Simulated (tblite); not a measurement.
(MgS)15 cage of four- and six-membered rings (Mg15S15) at step 0 of a GFN1-xTB optimisation (tblite, gas phase), coordinates in Å:

```
  1 Mg    0.633   -1.389    5.566
  2 S     1.787   -2.269    3.665
  3 Mg   -0.205   -3.464    3.064
  4 S    -1.410   -2.295    4.767
  5 Mg   -2.204   -0.109    4.242
  6 S    -0.294    0.823    5.336
  7 Mg    1.061    2.412    4.135
  8 S     2.756    1.585    2.652
  9 Mg    2.707   -0.735    2.039
 10 S     2.439   -1.309   -0.290
 11 Mg    0.971   -3.184   -0.789
 12 S    -0.974   -3.185    0.787
 13 Mg   -2.444   -1.308    0.296
 14 S    -2.573    0.447    1.921
 15 Mg   -1.920    2.675    1.258
 16 S     0.079    3.571    2.317
 17 Mg    2.131    3.246    1.076
 18 S     1.917    2.666   -1.260
 19 Mg    2.575    0.449   -1.922
 20 S     2.206   -0.107   -4.237
 21 Mg    1.408   -2.296   -4.772
 22 S     0.210   -3.461   -3.063
 23 Mg   -1.786   -2.267   -3.666
 24 S    -2.708   -0.738   -2.041
 25 S    -0.627   -1.386   -5.567
 26 Mg    0.285    0.822   -5.337
 27 S    -2.130    3.246   -1.077
 28 Mg   -0.080    3.570   -2.311
 29 S    -1.060    2.410   -4.142
 30 Mg   -2.751    1.582   -2.648
```

Question: What are the forces on the atoms (eV/Å)?

Answer: 
```
  1 Mg   -0.38    0.27   -0.73
  2 S     0.36    0.16   -0.20
  3 Mg   -0.18    0.87   -0.39
  4 S    -0.47   -0.51    0.19
  5 Mg    0.62   -0.15   -0.53
  6 S     0.44    0.45   -0.02
  7 Mg   -0.45   -0.59   -0.33
  8 S     0.30   -0.24   -0.02
  9 Mg   -0.32    0.01   -0.02
 10 S    -0.05    0.07    0.11
 11 Mg   -0.61    0.55   -0.13
 12 S     0.33    0.07    0.01
 13 Mg    0.40    0.11   -0.08
 14 S     0.04    0.01    0.17
 15 Mg    0.47   -0.13   -0.24
 16 S    -0.36    0.18   -0.18
 17 Mg   -0.56   -0.70   -0.20
 18 S    -0.16    0.19    0.17
 19 Mg   -0.32   -0.11   -0.14
 20 S     0.30    0.11    0.36
 21 Mg   -0.51    0.43    0.48
 22 S     0.31   -0.15    0.61
 23 Mg    0.57    0.54    0.25
 24 S     0.06   -0.10    0.03
 25 S    -0.43    0.07   -0.56
 26 Mg   -0.31   -0.19    0.73
 27 S    -0.01   -0.12    0.51
 28 Mg   -0.08   -0.79    0.24
 29 S     0.34   -0.23   -0.36
 30 Mg    0.65   -0.08    0.27
```
